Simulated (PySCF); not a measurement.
Input of a run (PBE0-D3(BJ)/def2-SVP geometry optimisation, gas phase (PySCF 2.14.0)), started from GFN2-xTB:
```
{"job": {"xc": "PBE0", "basis": "def2-SVP", "d3": "d3bj", "grid": 1, "kind": "geom"}, "charge": 0, "multiplicity": 1}
F      3.684728     2.007649    -0.782687
B      3.366538     0.816238    -0.304245
F      4.414182     0.075969     0.016240
C      1.904635     0.339313    -0.136346
C      1.604777    -0.930767     0.374054
C      0.302321    -1.352667     0.521460
C     -0.753991    -0.513993     0.161132
O     -2.003115    -0.969006     0.322262
Si    -3.488495    -0.352535     0.043905
C     -0.474299     0.751994    -0.348254
C      0.832064     1.166635    -0.492452
H      2.415127    -1.586508     0.655630
H      0.073471    -2.330963     0.914901
H     -4.286565    -1.482945     0.487246
H     -3.694627     0.859192     0.838792
H     -3.652601    -0.038387    -1.376310
H     -1.294132     1.397560    -0.625531
H      1.041222     2.149539    -0.888118
```

Output (energies in Eh, forces in Eh/bohr):
```
step   0  E = -821.09436787  max force = 0.030531
step   1  E = -821.09936384  max force = 0.006407
step   2  E = -821.09952288  max force = 0.003981
step   3  E = -821.09976694  max force = 0.001544
step   4  E = -821.09978884  max force = 0.001254
step   5  E = -821.09980622  max force = 0.000982
step   6  E = -821.09981516  max force = 0.000943
step   7  E = -821.09950440  max force = 0.004289
step   8  E = -821.09975142  max force = 0.002454
step   9  E = -821.09969812  max force = 0.002239
step  10  E = -821.09975837  max force = 0.001773
step  11  E = -821.09982271  max force = 0.001146
step  12  E = -821.09985426  max force = 0.001550
step  13  E = -821.09987893  max force = 0.001171
step  14  E = -821.09990023  max force = 0.000760
step  15  E = -821.09991483  max force = 0.000338
optimisation converged
```

Summarise the run.

The energy falls by 3.5 kcal/mol over 16 energy and gradient evaluations, the largest force component goes from 0.0305 to 3.4e-04 Eh/bohr, and the atoms move by 0.096 Å rms after alignment. The bond that changes most is O8–Si9 (silyl ether oxygen to oxygen-bound silicon), which lengthens by 0.053 Å. Bonds longer at the end by more than 0.005 Å: 13 of 18; shorter: 1. Among the angles that change most is O8–Si9–H14, from 98.9° to 104.8°. The energy rose by more than 1e-6 Eh at steps 7 and 9. The first step brought 90 % of the lowering.

What are the final bond lengths?

F1–B2 1.324 Å, B2–F3 1.324 Å, B2–C4 1.540 Å, C4–C5 1.406 Å, C5–C6 1.386 Å, C6–C7 1.402 Å, C7–O8 1.345 Å, O8–Si9 1.685 Å, C7–C10 1.402 Å, C10–C11 1.389 Å, C4–C11 1.403 Å, C5–H12 1.093 Å, C6–H13 1.091 Å, Si9–H14 1.484 Å, Si9–H15 1.492 Å, Si9–H16 1.492 Å, C10–H17 1.093 Å, C11–H18 1.093 Å. Numbering counts from 1 in the input's order; the species is `FB(F)C1=CC=C(O[SiH3])C=C1`.

The run used 193 basis functions and 106 SCF cycles in all.

Whether it is a minimum is left open (no frequencies). One conformer, not necessarily the lowest.

The values belong to the conformer `[F:1][B:2]([F:3])[c:4]1[cH:5][cH:6][c:7]([O:8][SiH3:9])[cH:10][cH:11]1`: F1–B2–C4–C5 -179°, C6–C7–O8–Si9 -178°.
